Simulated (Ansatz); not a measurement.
Harmonic vibrations of the cluster As₇⁻ by finite differences.

```yaml
crystal:
  periodic: [false, false, false]
  atoms:
    - {symbol: As, position_ang: [0.112818, -2.197189, -0.510149]}
    - {symbol: As, position_ang: [-0.814849, -1.159479, 1.504911]}
    - {symbol: As, position_ang: [1.493649, 1.065144, -0.598526]}
    - {symbol: As, position_ang: [-1.778754, 0.745996, 0.045409]}
    - {symbol: As, position_ang: [-0.186980, 2.504343, 0.290206]}
    - {symbol: As, position_ang: [-0.346826, -0.026110, -1.775996]}
    - {symbol: As, position_ang: [1.520942, -0.932716, 1.044155]}
basis:
  gaussian: {orbitals: def2-SVPD}
total_charge: -1
hamiltonian: {xc: pbe0, dispersion: d4}
scf: {omitted_lower_state_checks: [starts]}
phonons: {temperatures: {t_min: 298.15, t_max: 900, t_step: 200}}
```

```sh
$ ansatz run in.yaml --threads 4 --pin off --events-out ev --progress --plain --max-ram 4787MiB
```

It prints (some lines left out):

```
Functional definition: PBE0
mean field -425792.64596561 eV, -15647.5911266149 hartree, gradient 5.2e-5 eV, S^2 0.000000; 0 other end points of the search recorded, 0 dependent functions left out
mean field -425792.64595644 eV, -15647.5911262780 hartree, gradient 2.7e-6 eV, S^2 0.000000; 0 other end points of the search recorded, 0 dependent functions left out
mean field -425792.64594169 eV, -15647.5911257357 hartree, gradient 2.5e-6 eV, S^2 0.000000; 0 other end points of the search recorded, 0 dependent functions left out
mean field -425792.64584750 eV, -15647.5911222745 hartree, gradient 1.2e-6 eV, S^2 0.000000; 0 other end points of the search recorded, 0 dependent functions left out
mean field -425792.64601716 eV, -15647.5911285092 hartree, gradient 1.5e-6 eV, S^2 0.000000; 0 other end points of the search recorded, 0 dependent functions left out
mean field -425792.64591353 eV, -15647.5911247010 hartree, gradient 1.9e-6 eV, S^2 0.000000; 0 other end points of the search recorded, 0 dependent functions left out
mean field -425792.64594824 eV, -15647.5911259764 hartree, gradient 1.4e-6 eV, S^2 0.000000; 0 other end points of the search recorded, 0 dependent functions left out
mean field -425792.64589366 eV, -15647.5911239708 hartree, gradient 2.0e-6 eV, S^2 0.000000; 0 other end points of the search recorded, 0 dependent functions left out
mean field -425792.64596474 eV, -15647.5911265827 hartree, gradient 1.4e-6 eV, S^2 0.000000; 0 other end points of the search recorded, 0 dependent functions left out
mean field -425792.64588890 eV, -15647.5911237958 hartree, gradient 2.0e-6 eV, S^2 0.000000; 0 other end points of the search recorded, 0 dependent functions left out
mean field -425792.64600821 eV, -15647.5911281805 hartree, gradient 1.4e-6 eV, S^2 0.000000; 0 other end points of the search recorded, 0 dependent functions left out
mean field -425792.64599247 eV, -15647.5911276020 hartree, gradient 1.6e-6 eV, S^2 0.000000; 0 other end points of the search recorded, 0 dependent functions left out
mean field -425792.64587686 eV, -15647.5911233532 hartree, gradient 1.5e-6 eV, S^2 0.000000; 0 other end points of the search recorded, 0 dependent functions left out
mean field -425792.64596826 eV, -15647.5911267120 hartree, gradient 1.7e-6 eV, S^2 0.000000; 0 other end points of the search recorded, 0 dependent functions left out
mean field -425792.64588136 eV, -15647.5911235186 hartree, gradient 1.3e-6 eV, S^2 0.000000; 0 other end points of the search recorded, 0 dependent functions left out
mean field -425792.64598062 eV, -15647.5911271663 hartree, gradient 1.6e-6 eV, S^2 0.000000; 0 other end points of the search recorded, 0 dependent functions left out
mean field -425792.64589726 eV, -15647.5911241029 hartree, gradient 1.8e-6 eV, S^2 0.000000; 0 other end points of the search recorded, 0 dependent functions left out
mean field -425792.64591844 eV, -15647.5911248813 hartree, gradient 1.4e-6 eV, S^2 0.000000; 0 other end points of the search recorded, 0 dependent functions left out
mean field -425792.64596571 eV, -15647.5911266186 hartree, gradient 1.5e-6 eV, S^2 0.000000; 0 other end points of the search recorded, 0 dependent functions left out
mean field -425792.64587045 eV, -15647.5911231179 hartree, gradient 1.2e-6 eV, S^2 0.000000; 0 other end points of the search recorded, 0 dependent functions left out
mean field -425792.64598467 eV, -15647.5911273153 hartree, gradient 1.4e-6 eV, S^2 0.000000; 0 other end points of the search recorded, 0 dependent functions left out
mean field -425792.64597334 eV, -15647.5911268987 hartree, gradient 1.6e-6 eV, S^2 0.000000; 0 other end points of the search recorded, 0 dependent functions left out
mean field -425792.64590335 eV, -15647.5911243267 hartree, gradient 1.9e-6 eV, S^2 0.000000; 0 other end points of the search recorded, 0 dependent functions left out
mean field -425792.64593813 eV, -15647.5911256050 hartree, gradient 1.3e-6 eV, S^2 0.000000; 0 other end points of the search recorded, 0 dependent functions left out
mean field -425792.64594165 eV, -15647.5911257342 hartree, gradient 1.4e-6 eV, S^2 0.000000; 0 other end points of the search recorded, 0 dependent functions left out
mean field -425792.64592654 eV, -15647.5911251791 hartree, gradient 1.2e-6 eV, S^2 0.000000; 0 other end points of the search recorded, 0 dependent functions left out
mean field -425792.64594569 eV, -15647.5911258827 hartree, gradient 1.1e-6 eV, S^2 0.000000; 0 other end points of the search recorded, 0 dependent functions left out
mean field -425792.64603019 eV, -15647.5911289880 hartree, gradient 1.3e-6 eV, S^2 0.000000; 0 other end points of the search recorded, 0 dependent functions left out
mean field -425792.64582634 eV, -15647.5911214969 hartree, gradient 1.2e-6 eV, S^2 0.000000; 0 other end points of the search recorded, 0 dependent functions left out
mean field -425792.64594881 eV, -15647.5911259973 hartree, gradient 2.9e-6 eV, S^2 0.000000; 0 other end points of the search recorded, 0 dependent functions left out
mean field -425792.64596270 eV, -15647.5911265080 hartree, gradient 2.6e-6 eV, S^2 0.000000; 0 other end points of the search recorded, 0 dependent functions left out
mean field -425792.64591859 eV, -15647.5911248868 hartree, gradient 2.9e-6 eV, S^2 0.000000; 0 other end points of the search recorded, 0 dependent functions left out
mean field -425792.64594469 eV, -15647.5911258461 hartree, gradient 2.9e-6 eV, S^2 0.000000; 0 other end points of the search recorded, 0 dependent functions left out
mean field -425792.64595722 eV, -15647.5911263065 hartree, gradient 2.5e-6 eV, S^2 0.000000; 0 other end points of the search recorded, 0 dependent functions left out
mean field -425792.64593231 eV, -15647.5911253912 hartree, gradient 2.4e-6 eV, S^2 0.000000; 0 other end points of the search recorded, 0 dependent functions left out
mean field -425792.64587875 eV, -15647.5911234228 hartree, gradient 1.4e-6 eV, S^2 0.000000; 0 other end points of the search recorded, 0 dependent functions left out
mean field -425792.64597954 eV, -15647.5911271267 hartree, gradient 1.9e-6 eV, S^2 0.000000; 0 other end points of the search recorded, 0 dependent functions left out
mean field -425792.64598625 eV, -15647.5911273732 hartree, gradient 1.6e-6 eV, S^2 0.000000; 0 other end points of the search recorded, 0 dependent functions left out
mean field -425792.64585736 eV, -15647.5911226367 hartree, gradient 1.8e-6 eV, S^2 0.000000; 0 other end points of the search recorded, 0 dependent functions left out
mean field -425792.64590067 eV, -15647.5911242282 hartree, gradient 1.8e-6 eV, S^2 0.000000; 0 other end points of the search recorded, 0 dependent functions left out
mean field -425792.64599377 eV, -15647.5911276498 hartree, gradient 1.6e-6 eV, S^2 0.000000; 0 other end points of the search recorded, 0 dependent functions left out
mean field -425792.64598567 eV, -15647.5911273522 hartree, gradient 1.4e-6 eV, S^2 0.000000; 0 other end points of the search recorded, 0 dependent functions left out
mean field -425792.64590112 eV, -15647.5911242449 hartree, gradient 1.6e-6 eV, S^2 0.000000; 0 other end points of the search recorded, 0 dependent functions left out
Total energy: -425793.35605535 eV, -15647.6172219316 hartree
Atom 0 at     0.112818    -2.197189    -0.510149 Å, force     0.000654    -0.000228    -0.002013 eV/Å
Atom 1 at    -0.814849    -1.159479     1.504911 Å, force    -0.002078     0.000158     0.000922 eV/Å
Atom 2 at     1.493649     1.065144    -0.598526 Å, force    -0.002951    -0.001630    -0.000006 eV/Å
Atom 3 at    -1.778754     0.745996     0.045409 Å, force     0.002548     0.000167    -0.000257 eV/Å
Atom 4 at    -0.186980     2.504343     0.290206 Å, force     0.000792    -0.001521    -0.000243 eV/Å
Atom 5 at    -0.346826    -0.026110    -1.775996 Å, force    -0.000915     0.001137    -0.000196 eV/Å
Atom 6 at     1.520942    -0.932716     1.044155 Å, force     0.001951     0.001917     0.001794 eV/Å
Dipole moment:     0.015614    -0.273659    -0.055914 e Å
Vibrations: 83.50 92.29 127.84 149.77 161.81 175.73 190.97 210.36 224.20 238.33 266.13 267.59 274.88 286.96 320.71 cm⁻¹, zero-point energy 0.190383 eV
Checks for a lower state left out: starts
```

Hardware: 4 threads of AMD EPYC 9B45 on a shared host. Wall time 4.7 min, peak host memory 1.9 GiB.

The structure comes from a short search, and lower isomers may exist.
